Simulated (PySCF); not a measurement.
C₂H₄BClO₂Si, SMILES C(#C[SiH2]Cl)B(O)O.

Geometry: PBE0-D3(BJ)/def2-SVP. This is a generated structure with no PubChem entry under its InChIKey; it may be hypothetical. One conformer was computed; it need not be the lowest.

Computed with PBE/def2-TZVP run with PySCF.

Gas-phase values at a fixed geometry.

```json
{
  "total_energy": "-1003.21983 hartree",
  "point_group": "Cs",
  "highest_occupied_level": "-7.37 eV",
  "lowest_empty_level": "-2.22 eV",
  "orbital_gap": "5.14 eV",
  "dipole_moment": "1.68 D",
  "quadrupole, principal values (traceless, Buckingham form, about the centre of nuclear charge)": "-15.76, 2.23, 13.52 D·Å",
  "mean_static_polarisability": "84.5 bohr³ (12.52 Å³)",
  "polarisability_principal_values": "56.3, 77.1, 120.1 bohr³"
}
```
